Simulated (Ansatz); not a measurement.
Mulliken charges of F2GaHO, SMILES `[OH][Ga]([F])[F]` from PBE/def2-TZVPP in Ansatz (PBE0-D4/def2-TZVP geometry).

| atom | x (Å) | y (Å) | z (Å) | charge (e) |
| --- | --- | --- | --- | --- |
| O1 | 0.021 | 1.334 | 0.084 | -0.326 |
| Ga2 | 0.186 | -0.415 | 0.104 | 0.746 |
| F3 | 1.433 | -1.177 | 1.027 | -0.303 |
| F4 | -0.883 | -1.452 | -0.792 | -0.314 |
| H5 | -0.708 | 1.636 | -0.464 | 0.197 |

By hand: the dipole of these point charges (1 e Å = 4.8032 D).

Σ q r = (-0.165, 0.390, -0.104) e Å, of length 0.436 e Å = 2.09 D.

How does the dipole of the full density compare? (Estimate.)

Computed: (-0.230, 0.311, -0.159) e Å, 2.01 D; the point charges give 1.04 times that, at 15° from its direction.

Point charges leave out the atoms' own dipoles, such as those of lone pairs, and Mulliken's split depends on the basis, so the close match here is no proof of good charges.
